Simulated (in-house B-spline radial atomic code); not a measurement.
Ni is squeezed into an impenetrable sphere of radius R (the orbitals vanish at R). Caution: exact exchange at fractional occupations of open shells leaves self-interaction of up to several eV. Method: non-relativistic PBE0, spin-polarised, spherical fractional occupations, point nucleus. Calculated with a radial B-spline atomic code at the basis-set limit.

Energies in eV above the free atom in [Ar] 3d8 4s2:

```csv
R (bohr),highest level (eV),[Ar] 3d8 4s2,[Ne] 3s2 3p5 3d8 4s2 4f1,[Ar] 3d8 4s1 4f1,-dE/dV in [Ar] 3d8 4s2 (GPa)
9.42,-6.08,0.01132,83.52,11.35,0.0136
6.12,-5.38,0.6014,90.6,18.58,1.63
5.3,-4.5,1.594,95.16,23.13,5.85
4.34,-1.95,5.171,105.6,33.06,29.9
3.46,4.72,16.66,128.5,53.58,169
3.27,7.46,21.9,137.4,61.23,258
2.78,19.3,46.6,174.7,92.62,847
2.32,43.8,104.2,251.2,154.9,3140
1.66,158,435.6,637,464.5,34200
1.56,197,563.4,778.6,579.4,52600
```

Task: Does [Ne] 3s2 3p5 3d8 4s2 4f1 fall below [Ar] 3d8 4s2 under compression?

Result: No, it stays above over the whole range.

Task: Does [Ar] 3d8 4s1 4f1 fall below [Ar] 3d8 4s2 under compression?

Result: No, it stays above over the whole range.

The highest level is first positive in the row R = 3.46 bohr, pushed up by confinement above the zero of the free ion's potential. Each configuration is held fixed and needn't be the lowest in the sphere.
